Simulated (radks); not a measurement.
Values are calculated unless marked as measured or tabulated.
Spherical quantum dot in the effective-mass picture: electrons in a hard-walled sphere of radius 2.31, all in effective atomic units (hartree* = m*/eps^2 hartree, bohr* = eps/m* bohr), one dielectric constant everywhere. Level of theory: non-relativistic Kohn-Sham, r2SCAN, spin-polarised, spherical densities, generalised Kohn-Sham scheme (a radial shooting solver with Libxc functionals). Levels are named by radial order and angular momentum (1s, 1p, 1d, 2s, ...), and open shells are averaged over m. Each electron was tried in the lowest free levels, single moves between levels near the top were tried too, and the lowest total energy was kept; such a search can miss a lower state. At N = 1 the Hartree and exchange-correlation terms need not cancel, so that row can carry a self-interaction error.

\begin{tabular}{lrrrrrr}
N & open shells & 2S & E (hartree*) & mu = E(N) - E(N-1) (hartree*) & addition energy mu(N+1) - mu(N) (hartree*) & e(HOMO) (hartree*) \\ \hline
1 & 1s(up 1, down 0) & 1 & 0.921542 & 0.92154 & 0.7176 & 1.1756 \\
2 & none & 0 & 2.56071 & 1.6392 & 1.438 & 1.8959 \\
3 & 1p(up 1, down 0) & 1 & 5.63792 & 3.0772 & 0.5218 & 3.3302 \\
4 & 1p(up 2, down 0) & 2 & 9.23693 & 3.5990 & 0.5508 & 3.8723 \\
5 & 1p(up 3, down 0) & 3 & 13.3868 & 4.1498 & 0.7869 & 4.4287 \\
6 & 1p(up 3, down 1) & 2 & 18.3235 & 4.9367 & 0.5074 & 5.1847 \\
7 & 1p(up 3, down 2) & 1 & 23.7676 & 5.4441 & 0.5337 & 5.7082 \\
8 & none & 0 & 29.7454 & 5.9779 & 1.630 & 6.2494 \\
9 & 1d(up 1, down 0) & 1 & 37.3533 & 7.6079 & 0.5168 & 7.8648 \\
10 & 1d(up 2, down 0) & 2 & 45.4781 & 8.1247 & 0.5238 & 8.3855 \\
11 & 1d(up 3, down 0) & 3 & 54.1266 & 8.6485 & 0.5281 & 8.9119 \\
12 & 1d(up 4, down 0) & 4 & 63.3032 & 9.1766 & 0.5305 & 9.4414 \\
13 & 1d(up 5, down 0) & 5 & 73.0103 & 9.7071 & 0.7462 & 9.9728 \\
14 & 1d(up 5, down 1) & 4 & 83.4636 & 10.453 & 0.5067 & 10.705 \\
15 & 1d(up 5, down 2) & 3 & 94.4236 & 10.960 & 0.5141 & 11.216 \\
16 & 1d(up 5, down 3) & 2 & 105.898 & 11.474 & 0.5192 & 11.733 \\
17 & 1d(up 5, down 4) & 1 & 117.891 & 11.993 & 0.5224 & 12.254 \\
18 & none & 0 & 130.407 & 12.516 & 1.820 & 12.777 \\
19 & 1f(up 1, down 0) & 1 & 144.742 & 14.335 & 0.5075 & 14.587 \\
20 & 1f(up 2, down 0) & 2 & 159.585 & 14.843 & 0.5099 & 15.097 \\
21 & 1f(up 3, down 0) & 3 & 174.938 & 15.353 & 0.5120 & 15.608 \\
22 & 1f(up 4, down 0) & 4 & 190.803 & 15.865 & 0.5135 & 16.121 \\
23 & 1f(up 5, down 0) & 5 & 207.181 & 16.378 & 0.5145 & 16.635 \\
24 & 1f(up 6, down 0) & 6 & 224.074 & 16.893 & 0.5153 & 17.150 \\
25 & 1f(up 7, down 0) & 7 & 241.482 & 17.408 & 0.7205 & 17.665 \\
26 & 1f(up 7, down 1) & 6 & 259.610 & 18.129 & 0.5013 & 18.376 \\
27 & 1f(up 7, down 2) & 5 & 278.240 & 18.630 & 0.5037 & 18.880 \\
28 & 1f(up 7, down 3) & 4 & 297.373 & 19.134 & 0.5060 & 19.385 \\
29 & 1f(up 7, down 4) & 3 & 317.013 & 19.640 & 0.5078 & 19.892 \\
30 & 1f(up 7, down 5) & 2 & 337.160 & 20.147 & 0.5091 & 20.401 \\
31 & 1f(up 7, down 6) & 1 & 357.817 & 20.656 & 0.5101 & 20.911 \\
32 & none & 0 & 378.983 & 21.166 & 1.087 & 21.421 \\
33 & 2s(up 1, down 0) & 1 & 401.237 & 22.254 & 0.8403 & 22.548 \\
34 & none & 0 & 424.331 & 23.094 & 1.164 & 23.383 \\
35 & 1g(up 1, down 0) & 1 & 448.589 & 24.258 & 0.4992 & 24.508 \\
36 & 1g(up 2, down 0) & 2 & 473.346 & 24.757 & 0.5009 & 25.009 \\
37 & 1g(up 3, down 0) & 3 & 498.604 & 25.258 & 0.5020 & 25.510 \\
38 & 1g(up 4, down 0) & 4 & 524.364 & 25.760 & 0.5028 & 26.013 \\
39 & 1g(up 5, down 0) & 5 & 550.627 & 26.263 & 0.5033 & 26.515 \\
40 & 1g(up 6, down 0) & 6 & 577.393 & 26.766 & 0.5037 & 27.019 \\
41 & 1g(up 7, down 0) & 7 & 604.663 & 27.270 & 0.5040 & 27.523 \\
42 & 1g(up 8, down 0) & 8 & 632.437 & 27.774 & - & 28.026 \\
\end{tabular}

All shells are closed at N = 2, 8, 18, 32, 34 (there: 1s2 1p6 1d10 2s2 1f14); the second difference of the energy has clear peaks (12 % above both neighbours; the first and last values, which can be the largest, are not judged, and half-filled shells can peak too) at N = 2, 5, 8, 13, 18, 25, 32, 34.
